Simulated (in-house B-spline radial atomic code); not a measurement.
What moves the levels of Bi II (Bi+) ([Xe] 4f14 5d10 6s2 6p2)? Computed with a radial B-spline atomic code at the basis-set limit: Dirac-Hartree-Fock, average of configuration, Fermi nucleus of rms radius 5.5211 fm.

Baseline run (computed): total energy -21565.3994 hartree, 1s1/2 at -3349.714 hartree, 6p3/2 at -14.348 eV with <r> = 2.91 bohr.

Scaling the speed of light c (a factor of 100 is close to the non-relativistic limit):

```
c/c0  ΔE (hartree)  6p3/2 level (eV)  6p3/2 <r> (bohr)
 0.9       -451.63          -14.1734             2.916
0.98       -75.481          -14.3194             2.911
1.02        69.693          -14.3751             2.909
   3          1334          -14.8338             2.906
 100        1470.8          -14.8798             2.907
```

Changing the nucleus:

| nucleus | ΔE (eV) |
| --- | --- |
| Gaussian nucleus of rms radius 5.5211 fm | -1.49 |
| uniform spherical nucleus of rms radius 5.5211 fm | 0.345 |
| Gaussian nucleus of rms radius 0.01 fm | -179 |
| Fermi nucleus of rms radius 5.4107 fm | -5.6 |
| Fermi nucleus of rms radius 5.6315 fm | 5.66 |

A larger nucleus binds the electrons less, roughly as the density at the nucleus times the change of the nuclear <r²>. At equal rms radius the shape enters only through higher moments. A radius of 0.01 fm is nearly a point.

(1) The nuclear charge is raised by 0.1. What does the Hellmann-Feynman theorem predict for the energy, and what is found?

Answers

(1) dE/dZ ≈ -Σ<1/r>, which is -658.236 at the start and -659.529 at the end; their mean times 0.1 is -65.888 hartree, and the two runs differ by -65.882 hartree.
